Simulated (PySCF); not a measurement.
Al(Me)3 (C3H9Al), SMILES [CH3][Al]([CH3])[CH3]. Heavy atoms are numbered as in [Al:1]([CH3:2])([CH3:6])[CH3:10]. Hydrogens are named by the atom that carries them.

The structure is a stationary point at ωB97X-D3(BJ)/def2-SVP. The isomer is the one that the SMILES or the coordinates give; other isomers of the formula were not compared.

Method: HF/pcSseg-1 in PySCF.

GIAO shieldings, no solvent; atoms alike by connectivity are averaged. δ = σ(ref) − σ: ¹³C against TMS (σ = 192.6 ppm); ¹H against TMS (σ = 31.99 ppm), references at their B3LYP-D3(BJ)/def2-TZVP geometries, non-relativistic.

```tsv
nucleus	atoms	count	δ (ppm)
¹³C	C2 (CH3)	3	-5.2
¹H	H on C2	9	-0.02
```
